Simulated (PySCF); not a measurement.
A GIAO shielding run with PySCF (density fitting, non-relativistic, gas phase) on `N(C1=CC(=O)[Si@H]1CC)C=O`, C6H9NO2Si:

```
$ OMP_NUM_THREADS=1 python probes_run.py task.json out

{"job": {"kind": "nmr", "xc": "PBE0", "basis": "pcSseg-1"}, "charge": 0, "multiplicity": 1}
C     -1.357307     0.655909     1.773354
C     -1.656851     0.939083     0.302470
Si    -0.759802    -0.237101    -0.888911
C     -0.643360    -2.125021    -0.337644
O     -1.368887    -3.081423    -0.208802
C      0.804794    -2.003669    -0.097746
C      1.027280    -0.714275    -0.423943
N      2.168866     0.037800    -0.430128
C      2.080707     1.328945    -0.842009
O      1.057092     1.849071    -1.209095
H     -0.299380     0.797312     1.986224
H     -1.923845     1.328798     2.414804
H     -1.622953    -0.367067     2.032032
H     -1.376409     1.965064     0.065005
H     -2.731743     0.860377     0.136731
H     -0.996838     0.035498    -2.300886
H      1.487015    -2.765835     0.243753
H      3.056899    -0.355831    -0.144524
H      3.044918     1.861617    -0.807194
```

Hardware: 1 thread of an Arm Neoverse V1, shared host. The job also computes population analyses, field gradients, ring-centre shieldings.

Problem. How large is the calculation?

Solution. 82 electrons, 222 basis functions and 1167 auxiliary functions.

Problem. How long does it take, and how much memory does it need?

Solution. 69 s of wall time, with 15 SCF cycles and 5 response iterations; peak memory 1.1 GiB. Times on a shared host scatter by some tens of per cent.
